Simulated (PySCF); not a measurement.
A structure optimised at PBE0-D3(BJ)/def2-SVP, used in a PySCF frequency run:

```xyz
13

N     -0.0815    -1.7219     0.9555
C      0.2474    -0.7558    -0.0900
Si     1.7792     0.2516     0.3811
Si    -1.2832     0.3299    -0.1377
F     -1.2201     1.3497    -1.4092
H      0.7285    -2.2484     1.2770
H     -0.7706    -2.4003     0.6374
H      0.4563    -1.1836    -1.0951
H      2.1501     1.1555    -0.7469
H      1.5317     1.0575     1.6138
H      2.9074    -0.6962     0.6520
H     -1.3917     1.1479     1.0996
H     -2.4887    -0.5332    -0.3112
```
Charge 0, spin multiplicity 1.

Write its SMILES and formula.

N[C@H]([SiH3])[SiH2]F, CH8FNSi2

What are its rotational constants (standard atomic weights)?

4.0165, 2.0432, 1.4836 GHz
